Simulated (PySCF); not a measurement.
## Cr⁵⁺: fine-structure interval

Cr⁵⁺ [Ar] 3d1 [3d3/2^1, M_J = 3/2] → Cr⁵⁺ [Ar] 3d1 [3d5/2^1, M_J = 5/2], as a difference of total energies. Calculation: PySCF 2.14, in an uncontracted even-tempered set (18 s from 0.2 bohr⁻², ratio 2.8; 12 p from 0.26 bohr⁻², ratio 2.8; 9 d from 0.26 bohr⁻², ratio 2.8; 4 f from 0.72 bohr⁻², ratio 3); the two-component X2C-1e Hamiltonian. Correlated levels: [Ne] frozen; the 80 highest virtual spinors dropped. "Screened" scales the spin-orbit matrix elements by Boettger's factors to mimic the two-electron term; Breit and QED terms are absent.

```csv
method,fine-structure interval (cm⁻¹)
GHF (screened spin-orbit),1161.4
GMP2 (screened spin-orbit),827.07
GHF (bare spin-orbit),1873.8
```

GHF and GMP2 differ strongly here because the two determinants are spin-polarised to different degrees; the interval is a small difference of such terms.
